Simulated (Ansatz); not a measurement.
Geometry optimisation, Ansatz, RKS B3LYP/6-31G.

Input:

```yaml
crystal:
  periodic: [false, false, false]
  atoms:
    - { symbol: Si, position_ang: [0.0, 0.0, 0.0] }
    - { symbol: O, position_ang: [0.0, 0.0, 1.68] }
    - { symbol: C, position_ang: [-1.1112, -0.3437, 2.4945] }
    - { symbol: H, position_ang: [-1.814, -0.9775, 1.9143] }
    - { symbol: H, position_ang: [-0.7584, -0.9037, 3.3856] }
    - { symbol: H, position_ang: [-1.6313, 0.5809, 2.8212] }
    - { symbol: O, position_ang: [1.5842, 0.0, -0.5594] }
    - { symbol: H, position_ang: [1.9006, -0.9521, -0.6761] }
    - { symbol: H, position_ang: [-0.6877, 1.1914, -0.4862] }
    - { symbol: O, position_ang: [-0.7913, -1.3709, -0.5594] }
    - { symbol: H, position_ang: [-1.2459, -1.8365, 0.2129] }
basis:
  gaussian: { orbitals: "6-31G" }
hamiltonian:
  xc: b3lyp
relax:
  f_tol: 0.02
  max_steps: 40
```

Launched with:

```bash
$ ansatz run input.yaml --threads 1 --pin off --max-ram 2048MiB --backend cpu --events-out ev --progress --plain --runs-dir out
```

Task: Where does it end, and by what steps?

Result: It converged. The force dipped under the threshold on the way, but the program's further checks kept it going. Limits of this set-up: no polarisation functions. After 12 steps the energy has fallen by 0.583 eV; H11 moved furthest, 1.10 Å.

```json
{"step": "0", "energy less start (eV)": "0.0000", "largest force component (eV/Å)": "1.999", "accepted": "yes"}
{"step": "1", "energy less start (eV)": "-0.2976", "largest force component (eV/Å)": "0.950", "accepted": "yes"}
{"step": "2", "energy less start (eV)": "-0.4027", "largest force component (eV/Å)": "0.319", "accepted": "yes"}
{"step": "3", "energy less start (eV)": "-0.4698", "largest force component (eV/Å)": "0.404", "accepted": "yes"}
{"step": "4", "energy less start (eV)": "-0.5119", "largest force component (eV/Å)": "0.355", "accepted": "yes"}
{"step": "5", "energy less start (eV)": "-0.5511", "largest force component (eV/Å)": "0.233", "accepted": "yes"}
{"step": "6", "energy less start (eV)": "-0.5722", "largest force component (eV/Å)": "0.182", "accepted": "yes"}
{"step": "7", "energy less start (eV)": "-0.5731", "largest force component (eV/Å)": "0.508", "accepted": "yes"}
{"step": "8", "energy less start (eV)": "-0.5789", "largest force component (eV/Å)": "0.132", "accepted": "yes"}
{"step": "9", "energy less start (eV)": "-0.5827", "largest force component (eV/Å)": "0.025", "accepted": "yes"}
{"step": "10", "energy less start (eV)": "-0.5818", "largest force component (eV/Å)": "0.224", "accepted": "no"}
{"step": "11", "energy less start (eV)": "-0.5832", "largest force component (eV/Å)": "0.011", "accepted": "yes"}
{"step": "12", "energy less start (eV)": "-0.5835", "largest force component (eV/Å)": "0.020", "accepted": "yes"}
```

```xyz
11
Properties=species:S:1:pos:R:3
Si -0.156 -0.087 -0.055
O 0.018 -0.267 1.642
C -1.036 -0.287 2.637
H -1.761 -1.082 2.428
H -0.562 -0.473 3.602
H -1.561 0.676 2.675
O 1.424 -0.344 -0.639
H 2.142 -0.638 -0.055
H -0.676 1.238 -0.473
O -1.276 -1.202 -0.697
H -1.111 -2.147 -0.837
```

Whether the end is a true minimum wasn't checked by a vibrational analysis.

The run took 49 s on 1 thread of Arm Neoverse V1, on a shared host, peak memory 0.14 GiB.
